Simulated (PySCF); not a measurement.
diboron tetrachloride (B2Cl4), singlet, geometry from GFN2-xTB. Base run: DF-TPSS/cc-pVDZ in PySCF.

Input for PySCF:
```python
from pyscf import gto, scf, dft

mol = gto.Mole()
mol.atom = '''
    Cl   -1.72231116   -1.20807352    0.89204460
    B    -0.84531679   -0.07852237   -0.06467927
    Cl   -1.75980786    0.88461581   -1.15847834
    B     0.84531679    0.07852237    0.06467927
    Cl    1.91510219   -0.85476349   -0.90736095
    Cl    1.56701683    1.17822120    1.17379469
'''
mol.basis = 'cc-pvdz'
mol.verbose = 4
mol.build()

mf = dft.RKS(mol)
mf.xc = 'tpss'
mf = mf.density_fit(auxbasis='def2-universal-jkfit')
mf.kernel()
mf.analyze()
```

The base run was repeated with changes; each row names its change, and settings that it needs were set with it.

```
change               basis functions       E (Eh)  HOMO (eV)  HOMO-LUMO gap (eV)  core-seconds (rough)
-------------------  ---------------  -----------  ---------  ------------------  --------------------
base                             100  -1890.76489      -7.18                4.68                    20
basis = LANL2DZ                   50   -109.57421      -7.59                4.68                    10
basis = pcseg-0                   70  -1888.40403      -7.71                4.76                    10
basis = 3-21G                     70            ?          ?                   ?                    10
basis = 6-31G*                   100  -1890.66312      -7.28                4.66                    20
basis = 6-31G**                  100  -1890.66312      -7.28                4.66                    20
basis = 6-31+G*                  124  -1890.66917      -7.39                4.65                    30
basis = 6-311G**                 140  -1890.79686      -7.46                4.64                    30
basis = aug-pcseg-1              154  -1890.66957      -7.41                4.66                    40
basis = pc-2                     196            ?          ?                4.61                    60
basis = cc-pVTZ                  196  -1890.84258      -7.30                4.64                    50
basis = def2-TZVP                  ?            ?      -7.29                4.61                    40
basis = def2-TZVPP                 ?            ?      -7.29                4.61                    40
```

### Question
Fill in the missing entries.

### Answer

- basis = 3-21G, E (Eh): -1881.56634
- basis = 3-21G, HOMO (eV): -7.62
- basis = 3-21G, HOMO-LUMO gap (eV): 4.67
- basis = pc-2, E (Eh): -1890.85182
- basis = pc-2, HOMO (eV): -7.36
- basis = def2-TZVP, basis functions: 210
- basis = def2-TZVP, E (Eh): -1890.81712
- basis = def2-TZVPP, basis functions: 230
- basis = def2-TZVPP, E (Eh): -1890.81720

Totals compare only among sets that treat the same electrons; sets with core potentials leave the core out.
